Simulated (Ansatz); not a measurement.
A nudged elastic band was laid between two geometries of ClGaH4S (7 atoms, charge 0, multiplicity 1).

Computed with Ansatz, RKS PBE0/def2-SVP.

```yaml
movable_images: 9
climbing_image: yes
spring: 5.0 eV/Å²
optimiser: quadratic models (default)
start_path: through a guess of the saddle point
force_threshold: 0.05 eV/Å
iteration_limit: 60
end_points: relaxed
```

First end point:

```xyz
7
Properties=species:S:1:pos:R:3
Ga 0.010 -0.015 0.027
Cl -0.441 0.431 2.133
H 1.504 0.227 -0.365
H -1.245 -0.028 -0.907
S 0.178 -2.615 0.435
H -1.105 -2.737 0.844
H 0.621 -2.411 1.697
```

Last end point:

```xyz
7
Properties=species:S:1:pos:R:3
Ga 0.092 -0.469 -0.260
Cl -0.033 -0.027 2.482
H 1.470 0.212 -0.509
H -1.339 0.003 -0.663
S 0.271 -2.650 0.349
H -1.055 -2.909 0.302
H 0.116 -1.307 2.163
```

(1) What changes between the two ends?

(2) Give the energies along the band, and the barrier.

(3) What is the geometry of the highest image?

(4) What are the harmonic wavenumbers there?

Results:

(1) Bonds broken: Ga1–Cl2, S5–H7. Bonds formed: Cl2–H7.

(2) The run converged. The highest image is number 8 of 0 to 10, 0.56 eV above the first end and 0.03 eV above the last; the last end lies 0.53 eV above the first. A vibrational analysis at the climbing image gives one clearly imaginary mode, 240i cm⁻¹: a first-order saddle point. The orbitals stay closed-shell, which can raise the energy where a bond breaks towards radicals; this wasn't checked here.

```csv
image,path coordinate (Å),energy (eV),Ga1–Cl2 (Å),S5–H7 (Å),Cl2–H7 (Å)
0,0.00,0.00,2.20,1.35,3.07
1,0.23,0.00,2.20,1.35,2.96
2,0.46,0.00,2.20,1.35,2.87
3,0.69,0.01,2.21,1.35,2.73
4,0.92,0.03,2.22,1.36,2.44
5,1.16,0.10,2.25,1.38,2.17
6,1.39,0.25,2.32,1.44,1.90
7,1.62,0.48,2.43,1.60,1.65
8,1.85,0.56,2.54,1.84,1.45
9,2.06,0.54,2.67,2.06,1.36
10,2.27,0.53,2.78,2.26,1.33
```

(3) 
```xyz
7
Properties=species:S:1:pos:R:3
Ga 0.091 -0.368 -0.164
Cl -0.076 -0.077 2.358
H 1.490 0.230 -0.490
H -1.336 -0.008 -0.672
S 0.289 -2.609 0.500
H -1.034 -2.877 0.429
H 0.098 -1.439 1.904
```

(4) 240i, 197, 323, 349, 423, 426, 557, 664, 700, 770, 873, 1370, 2021, 2041, 2715 cm⁻¹.

The run took 2.6 min on 2 threads of Arm Neoverse V2, on a shared host, peak memory 0.2 GiB.
